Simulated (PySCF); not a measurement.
Vertical excitations of a molecule C5H7FO from TDA-PBE/def2-SVPD (PySCF 2.14.0), as energy in eV (oscillator strength): 5.65 (0.003), 6.34 (0.020), 6.67 (0.203), 6.82 (0.013), 7.00 (0.014), 7.15 (0.006). Lowest triplet (TDA): 4.31 eV. The structure is a stationary point at B3LYP-D3(BJ)/def2-SVP. The values are those of a single conformer.

Q: Pick the molecule that these values belong to.
A. F/C=C/C1COC1
B. CC1(C)OC=C1F
C. C=C(F)CCC=O
D. C=C1C[C@@](C)(F)O1

A: D, C=C1C[C@@](C)(F)O1
